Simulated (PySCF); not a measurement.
NbO3, SMILES [O]1[O][Nb]1=[O] (connectivity only; charge and spin as stated), neutral, multiplicity 2. Geometry optimised at PBE-D3(BJ)/def2-TZVP. The spin state was assumed, not searched. The def2 effective core potentials stand for the cores of Nb; spin–orbit coupling is left out.

Calculation: PBE-D3(BJ)/def2-TZVP in PySCF 2.14.0.

Harmonic wavenumbers (cm⁻¹): 247, 254, 556, 614, 924, 973. Rotational constants (GHz): 11.43, 4.258, 3.916; symmetry number 1.

Task: Work out the zero-point energy and the ideal-gas rigid-rotor harmonic-oscillator thermochemistry at 298.15 K and 1 atm.

Result: ZPE = ½ Σ hcν = ½ × 3570 cm⁻¹ = 21.35 kJ/mol. H − E(el) = 34.94 kJ/mol. Entropy in J/(mol K): translation 170.46, rotation 104.34, vibration 19.43, spin 5.76, total 299.98. G − E(el) = -54.50 kJ/mol. Cp = 60.56 J/(mol K).
